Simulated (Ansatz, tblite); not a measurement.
Species of one formula, ZnN₄O₂H₁₄ (singlet), each relaxed with B3LYP-D4/def2-SVP in Ansatz.

The xTB rows come from tblite. Correlated methods freeze 15 core orbitals.

A: At HF/STO-3G the highest occupied level of the charge 0 singlet lies above zero (up to 1.42 eV). In Hartree–Fock with STO-3G the lack of diffuse functions raises the level. B: At HF/STO-3G the highest occupied level of the charge 0 singlet lies above zero (up to 1.21 eV). In Hartree–Fock with STO-3G the lack of diffuse functions raises the level.

Other spin states weren't relaxed.

A: cis-Zn(OH)2(NH3)4 (ZnN4O2H14)

```xyz
21

N     1.0132    0.0986    1.9051
N     1.4710   -0.8045   -1.3918
N     0.4043    2.2508   -0.4760
N    -1.0214   -2.0861    0.3692
O    -0.8603    0.3080   -1.8540
O    -1.5349    0.3712    1.3298
Zn   -0.1051    0.0032   -0.0263
H    -1.8190    0.2528   -1.9482
H     1.3755   -0.6758    2.4599
H     0.0775    0.3772    2.2531
H     1.6496    0.8890    1.9966
H    -2.2752    0.9251    1.0536
H     1.6322   -1.8103   -1.3694
H     2.3447   -0.3431   -1.6420
H     0.7451   -0.5930   -2.1006
H    -0.1448    1.9197   -1.2957
H     1.1979    2.8079   -0.7923
H    -0.1997    2.8517    0.0848
H    -0.7655   -2.9084    0.9155
H    -1.5897   -2.3952   -0.4194
H    -1.5952   -1.4386    0.9482
```

B: ZnN₄O₂H₁₄ (relaxed from a model of trans-Zn(OH)2(NH3)4, whose bonding it doesn't keep)

```xyz
21

N    -1.770   -1.170    0.947
N     3.044    0.934    0.248
N     1.652   -1.553    0.044
N    -2.712    1.093   -0.454
O     0.257    1.333    0.468
O    -0.885   -0.686   -1.901
Zn   -0.128   -0.441   -0.180
H     0.065    1.421    1.412
H    -0.501   -0.062   -2.531
H    -2.155   -2.032    0.557
H    -2.409   -0.389    0.657
H    -1.782   -1.251    1.964
H     2.064    1.290    0.348
H     3.448    1.398   -0.568
H     3.576    1.271    1.052
H     2.379   -0.796    0.116
H     1.834   -2.103   -0.797
H     1.761   -2.179    0.843
H    -1.928    1.703   -0.189
H    -3.475    1.678   -0.790
H    -2.334    0.540   -1.245
```

Q: Estimate their order by electronic energy at ωB97M-V/def2-TZVP, counted from the lowest.

A: B (0.00) < A (0.40), in eV.

Q: Do the other levels pick the same lowest one?

A: All that were run do. Energies above each level's lowest (eV):

| level | A | B |
| --- | --- | --- |
| GFN1-xTB | 0.49 | 0.00 |
| GFN2-xTB | 0.31 | 0.00 |
| HF/STO-3G | 0.97 | 0.00 |
| HF/def2-TZVP | 0.39 | 0.00 |
| PBE-D4/def2-SVP | 0.54 | 0.00 |
| PBE-D4/def2-TZVP | 0.55 | 0.00 |
| BLYP-D4/def2-TZVP | 0.58 | 0.00 |
| r2SCAN-D4/def2-TZVP | 0.44 | 0.00 |
| r2SCANh-D4/def2-TZVP | 0.43 | 0.00 |
| PBE0-D4/def2-SVP | 0.47 | 0.00 |
| PBE0-D4/def2-TZVP | 0.49 | 0.00 |
| ωB97M-V/def2-TZVP | 0.40 | 0.00 |
| RPA@PBE/def2-TZVP | 0.50 | 0.00 |
| MP2/def2-TZVP | 0.50 | 0.00 |
Point groups (tolerance 0.1 Å): A not assigned, B not assigned.
